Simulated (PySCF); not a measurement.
# Excitation energy of Tl+ by level of theory

Tl+ [Xe] 4f14 5d10 6s2 (1S) → Tl+ [Xe] 4f14 5d10 6s1 6p1 (3P), as a difference of total energies. Computed with PySCF 2.14 in x2c-TZVPPall (11s7p6d3f, 83 functions), with scalar relativity by spin-free X2C-1e. Correlated levels: valence and next inner shell: [Kr] 4d10 4f14 frozen. The calculations carry no spin-orbit coupling.

```
                                method  excitation energy (eV)
                                   UHF                   5.685
    MP2 (valence and next inner shell)                   7.391
SCS-MP2 (valence and next inner shell)                   7.391
   CCSD (valence and next inner shell)                   7.072
CCSD(T) (valence and next inner shell)                   7.145
```

Problem. How much does correlation contribute at CCSD(T) (valence and next inner shell)?

Solution. 7.145 − (5.685) = 1.460 eV, measured against UHF.

Errors of the correlated levels include the incompleteness of this basis and the frozen core.

The basis was made for the ground configuration and has no added diffuse functions, so the excitation energy can come out too high.

For comparison: 7.098 eV (measured; NIST levels, between the centres of gravity of the two terms).
